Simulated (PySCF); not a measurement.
Electronic absorption of C4H8ClFSi2

Species: C₄H₈ClFSi₂.
Atom-mapped SMILES: `[F:1][Si@@:2]1([SiH3:3])[CH:4]=[CH:5][CH2:6][C@H:7]1[Cl:8]` (hydrogens: H9, H10, H11 on Si3; H12 on C4; H13 on C5; H14, H15 on C6; H16 on C7)

Computed with TDDFT CAM-B3LYP/def2-SVPD, vertical, gas phase, core orbitals frozen in the response (PySCF). Geometry: GFN2-xTB, one conformer, isolated molecule.

| state | E (eV) | λ (nm) | f | main configurations (H = HOMO, L = LUMO) |
| --- | --- | --- | --- | --- |
| S1 | 5.86 | 211.5 | 0.023 | H→L (83%) |
| S2 | 6.10 | 203.3 | 0.121 | H-1→L (75%), H→L (9%), H-3→L (8%) |
| S3 | 6.48 | 191.4 | 0.0016 | H-3→L (76%) |
| S4 | 6.68 | 185.5 | 0.0065 | H-2→L (64%), H-2→L+1 (9%), H-2→L+5 (8%) |
| S5 | 6.78 | 182.8 | 0.065 | H→L+1 (69%) |
| S6 | 6.92 | 179.1 | 0.041 | H-1→L+1 (60%) |
| S7 | 7.36 | 168.5 | 0.042 | H→L+2 (40%), H→L+4 (21%), H-3→L+1 (14%) |
| S8 | 7.47 | 166.1 | 0.011 | H-3→L+1 (25%), H→L+2 (17%), H-2→L+1 (10%) |

Triplets (Tamm–Dancoff): T1 4.22 eV, H-1→L (47%), H→L (15%), H-1→L+4 (10%); T2 5.43 eV, H→L (57%), H→L+1 (11%), H-1→L (10%); T3 5.78 eV, H-3→L (75%), H-1→L (9%).

The lowest singlet lies at 5.86 eV (212 nm, ultraviolet) and is weak; its leading configuration is HOMO→LUMO (83%). The most intense listed level is S2 at 6.10 eV (203 nm, f = 0.121), 0.24 eV above S1. Löwdin shares by element: HOMO chlorine 32%, silicon 22%, carbon 18% or more (atoms not listed hold the other 28%); LUMO silicon 34%, carbon 33% or more (atoms not listed hold the other 33%). Of the 8 states listed, 6 reach f = 0.01 and none stays under 0.0005. Orbital energies (eV): HOMO-3 -10.08, HOMO-2 -9.85, HOMO-1 -9.27, HOMO -9.17, LUMO -0.10, LUMO+1 0.66, LUMO+2 0.91. The listed states span 1.60 eV, and the widest gap between neighbours is 0.43 eV (S6 to S7). Only the lowest 8 singlets were computed, as vertical energies without vibronic structure.
